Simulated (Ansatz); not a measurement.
Mulliken charges of BBrGeH$_{4}$, SMILES `[BH2][GeH2][Br]` from r2SCAN/def2-TZVPP in Ansatz (PBE0-D4/def2-TZVP geometry).

```csv
atom,x (Å),y (Å),z (Å),charge (e)
B1,-1.064,-0.117,-0.727,-0.035
Ge2,0.614,-0.115,0.458,0.293
Br3,1.642,1.968,0.457,-0.330
H4,-1.689,-1.130,-0.829,0.030
H5,-1.421,0.860,-1.307,0.043
H6,0.295,-0.424,1.931,0.000
H7,1.684,-1.109,-0.028,0.000
```

Problem. By hand: the dipole of these point charges (1 e Å = 4.8032 D).

Solution. Σ q r = (-0.436, -0.676, -0.072) e Å, of length 0.808 e Å = 3.88 D.

Problem. How does the dipole of the full density compare? (An estimate is asked.)

Solution. The calculation gave: (-0.303, -0.384, -0.080) e Å, 2.38 D; the point charges give 1.63 times that, at 7° from its direction.

Point charges leave out the atoms' own dipoles, such as those of lone pairs, and Mulliken's split depends on the basis, so the two needn't agree.
